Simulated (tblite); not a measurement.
C₆H₁₄AsB.
SMILES with atom numbers: `[CH3:1][B:2]([CH3:3])[C@@H:4]1[CH2:5][CH2:6][AsH:7][CH2:8]1` (hydrogens: H9, H10, H11 on C1; H12, H13, H14 on C3; H15 on C4; H16, H17 on C5; H18, H19 on C6; H20 on As7; H21, H22 on C8)

Computed with GFN2-xTB (tblite), gas phase: L-BFGS steps from a force-field or distance-geometry start until the largest atomic force falls under 0.01 eV/Å.

Step 81: E = -641.2101 eV
```
atom  x, y, z in Å  |  force x, y, z in eV/Å
C1     -1.1579   -1.4075    0.8301   -0.012  -0.003   0.010
B2     -1.1958   -0.0100    0.1095    0.029   0.017  -0.002
C3     -2.5794    0.5529   -0.3948    0.016   0.001  -0.018
C4      0.1094    0.8865   -0.0950    0.001   0.005  -0.017
C5      1.0150    0.3815   -1.2362    0.008   0.020  -0.015
C6      1.7295   -0.8893   -0.7920   -0.014   0.007  -0.023
As7     2.1857   -0.6583    1.1242    0.025   0.023   0.056
C8      0.9947    0.9426    1.1605    0.015  -0.016  -0.043
H9     -1.1009   -2.1826    0.0641   -0.010  -0.029   0.009
H10    -2.0637   -1.6157    1.3953   -0.044   0.010   0.000
H11    -0.3082   -1.5551    1.4995    0.034  -0.002   0.002
H12    -2.5025    1.1207   -1.3197   -0.002   0.007  -0.022
H13    -3.3521   -0.2023   -0.5203    0.008  -0.003  -0.005
H14    -2.9475    1.2543    0.3564   -0.006  -0.001  -0.005
H15    -0.1919    1.9097   -0.3587   -0.003  -0.010   0.036
H16     0.4417    0.2179   -2.1544   -0.006  -0.003   0.051
H17     1.7625    1.1539   -1.4491   -0.014  -0.003   0.033
H18     2.6177   -1.0827   -1.3982    0.000   0.016   0.009
H19     1.0746   -1.7562   -0.8982   -0.033  -0.017   0.003
H20     3.4534    0.1334    0.8621   -0.013   0.005  -0.027
H21     0.3851    0.9869    2.0679    0.025  -0.059  -0.023
H22     1.6198    1.8389    1.1462   -0.002   0.034  -0.009
```

Step 82: E = -641.2110 eV
```
atom  x, y, z in Å  |  force x, y, z in eV/Å
C1     -1.1577   -1.4034    0.8392   -0.009  -0.007   0.005
B2     -1.1925   -0.0087    0.1122    0.010  -0.002   0.014
C3     -2.5739    0.5461   -0.4058    0.005  -0.009  -0.016
C4      0.1098    0.8912   -0.0871   -0.003  -0.011  -0.029
C5      1.0088    0.3886   -1.2346    0.018   0.010  -0.027
C6      1.7243   -0.8845   -0.7968   -0.011   0.004  -0.026
As7     2.1821   -0.6662    1.1204    0.002   0.023   0.062
C8      0.9996    0.9422    1.1644    0.029  -0.039  -0.049
H9     -1.1008   -2.1813    0.0757   -0.009  -0.025   0.010
H10    -2.0660   -1.6088    1.4022   -0.024   0.017  -0.002
H11    -0.3085   -1.5511    1.5102    0.013   0.003  -0.001
H12    -2.4962    1.1056   -1.3353    0.009   0.015  -0.028
H13    -3.3436   -0.2122   -0.5280    0.000  -0.015  -0.009
H14    -2.9479    1.2517    0.3378   -0.010   0.014   0.004
H15    -0.1946    1.9142   -0.3468    0.005   0.002   0.038
H16     0.4303    0.2253   -2.1495   -0.011   0.000   0.051
H17     1.7538    1.1618   -1.4530   -0.006  -0.012   0.044
H18     2.6129   -1.0758   -1.4028    0.004   0.025   0.001
H19     1.0708   -1.7521   -0.9093   -0.039  -0.006   0.010
H20     3.4558    0.1155    0.8638   -0.004   0.022  -0.031
H21     0.3938    0.9865    2.0741    0.024  -0.051  -0.019
H22     1.6291    1.8349    1.1482    0.005   0.043  -0.003
```

Task: Estimate the geometry and energy of step 83. (The exact step hangs on the optimiser's Hessian estimate; all steps are aligned on step 82, rigid shifts and turns removed.)

Result: E = -641.2121 eV, largest force 0.074 eV/Å
```
atom  x, y, z in Å  |  force x, y, z in eV/Å
C1     -1.1566   -1.3989    0.8474   -0.005  -0.010  -0.001
B2     -1.1888   -0.0063    0.1147   -0.013  -0.027   0.021
C3     -2.5679    0.5398   -0.4175   -0.008  -0.019  -0.011
C4      0.1106    0.8963   -0.0795   -0.004  -0.028  -0.029
C5      1.0023    0.3947   -1.2328    0.023  -0.005  -0.024
C6      1.7180   -0.8809   -0.8008   -0.002   0.000  -0.015
As7     2.1803   -0.6720    1.1177   -0.021   0.011   0.046
C8      1.0046    0.9413    1.1683    0.040  -0.048  -0.040
H9     -1.1021   -2.1797    0.0862   -0.009  -0.016   0.015
H10    -2.0671   -1.6002    1.4095    0.002   0.021  -0.001
H11    -0.3062   -1.5468    1.5178   -0.018   0.005  -0.005
H12    -2.4900    1.0921   -1.3511    0.022   0.019  -0.028
H13    -3.3341   -0.2223   -0.5364   -0.007  -0.023  -0.014
H14    -2.9485    1.2487    0.3192   -0.014   0.028   0.009
H15    -0.1958    1.9193   -0.3344    0.012   0.016   0.034
H16     0.4174    0.2311   -2.1430   -0.016   0.004   0.036
H17     1.7451    1.1681   -1.4566    0.008  -0.017   0.047
H18     2.6070   -1.0696   -1.4066    0.008   0.029  -0.009
H19     1.0657   -1.7495   -0.9181   -0.036   0.016   0.018
H20     3.4581    0.1003    0.8619    0.009   0.039  -0.035
H21     0.4017    0.9814    2.0800    0.021  -0.038  -0.015
H22     1.6357    1.8327    1.1534    0.009   0.044   0.000
```

The energy changes by -0.0011 eV. The first-order estimate −F·Δx gives -0.0015 eV and the mean of the old and new forces, exact on a quadratic surface, -0.0011 eV. The step makes an angle of 82° with the force vector and moves no atom by more than 0.022 Å.

What follows is the cost of the whole relaxation. Hardware: Intel Xeon at 2.50 GHz, one thread, on a shared host. Cost: 6.1 s wall.
